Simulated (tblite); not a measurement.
Species: C6H14FNSi.
Atom-mapped SMILES: `[CH2:1]=[CH:2][CH2:3][C@H:4]([F:5])[SiH2:6][N:7]([CH3:8])[CH3:9]` (hydrogens: H10, H11 on C1; H12 on C2; H13, H14 on C3; H15 on C4; H16, H17 on Si6; H18, H19, H20 on C8; H21, H22, H23 on C9)

Cartesian coordinates in Å at the GFN2-xTB level; atoms count from 1:
```xyz
23
C6H14FNSi angstrom
C      4.1427   -0.5863    0.5725
C      3.0778   -1.1492    0.0345
C      2.0009   -0.4035   -0.6881
C      0.6563   -0.5323    0.0218
F      0.2684   -1.8731   -0.0081
Si    -0.7073    0.5309   -0.8065
N     -2.0087    0.6751    0.2997
C     -2.4990   -0.4279    1.0965
C     -3.0257    1.6737    0.0789
H      4.8881   -1.1585    1.0981
H      4.3181    0.4750    0.5008
H      2.9140   -2.2150    0.1214
H      1.8920   -0.8023   -1.6997
H      2.2496    0.6555   -0.7576
H      0.7818   -0.2989    1.0855
H     -0.1945    1.8910   -0.9958
H     -0.9873   -0.0992   -2.1092
H     -2.8063   -0.0624    2.0806
H     -1.7228   -1.1747    1.2265
H     -3.3645   -0.9074    0.6258
H     -3.8649    1.2747   -0.5020
H     -2.6015    2.5143   -0.4622
H     -3.4120    2.0274    1.0380
```

Level: GFN2-xTB in tblite, geometry and Hessian alike; calculated harmonic values, unscaled, isolated species. Errors from tens to a few hundred cm⁻¹ against measured bands are possible. Modes of hydrogen on silicon can be 10 to 20 % off. One conformer, not necessarily the lowest.

Harmonic wavenumbers (cm⁻¹): 35.1, 46.0, 70.3, 73.8, 98.7, 162.4, 192.8, 196.4, 232.8, 262.0, 274.6, 323.6, 383.1, 396.4, 455.6, 525.3, 600.3, 625.4, 695.1, 756.2, 774.5, 789.0, 875.5, 895.9, 950.2, 991.0, 1026.4, 1043.6, 1055.2, 1062.2, 1087.6, 1126.6, 1135.9, 1170.3, 1200.3, 1222.1, 1274.5, 1296.5, 1310.1, 1323.4, 1415.3, 1419.2, 1430.1, 1461.1, 1477.7, 1487.9, 1498.8, 1509.0, 1720.3, 2172.5, 2248.6, 2907.2, 2911.8, 2914.2, 2952.8, 2962.0, 2966.7, 3000.2, 3045.6, 3068.5, 3068.8, 3096.0, 3124.0.

A = 3033, B = 589.0, C = 548.7 MHz; mass 147.088 u (most abundant isotopes); point group C1, symmetry number 1.

**Question.** Zero-point energy?

**Answer.** Half the sum of the wavenumbers: 40938 cm⁻¹ = 489.72 kJ/mol.

**Question.** Give the ideal-gas entropy at 350 K and 1 bar in the rigid-rotor, harmonic-oscillator model (classical rotation).

**Answer.** Translation 174.43, rotation 128.25, vibration 203.72: S = 506.4 J/(mol K).

**Question.** And Cp and H(350 K) − H(0)?

**Answer.** Cp = 220.36 J/(mol K), of which vibrations give 187.11 (their classical limit is 63 R = 523.8); H(350 K) − H(0) = 46.77 kJ/mol without the zero-point energy, 35.13 from vibrations.

**Question.** How do the functions run with temperature in this model?

**Answer.** 
```
T (K)  S (J/(mol K))  Cp (J/(mol K))  H − H(0) (kJ/mol)  G − H(0) (kJ/mol)  ln q(vib)
  100          320.9            99.7               6.71             -25.38       3.13
  200          405.3           148.1              19.17             -61.90       7.06
  300          474.3           196.1              36.35            -105.95      10.69
  500          596.4           285.8              84.90            -213.29      17.48
  800          752.1           376.3             185.36            -416.32      26.88
 1000          840.6           416.3             264.83            -575.78      32.65
```

q(vib) and H(0) count from the zero-point level.

**Question.** Blend soft modes into free rotors: weight 1/[1 + (100 cm⁻¹/ν̃)⁴] for the oscillator and the rest for a rotor with moment μB/(μ + B), μ = h/(8π²ν), B = 10⁻⁴⁴ kg m². What vibrational entropy results?

**Answer.** 181.43 J/(mol K) in place of 203.72, which changes −T·S at 350 K by +7.80 kJ/mol.

Hindered rotation and anharmonicity are outside this model. Other conformers, if any are populated, would add a mixing term that is left out. The structure is chiral; the term R ln 2 for an equal mix with its mirror image is left out.
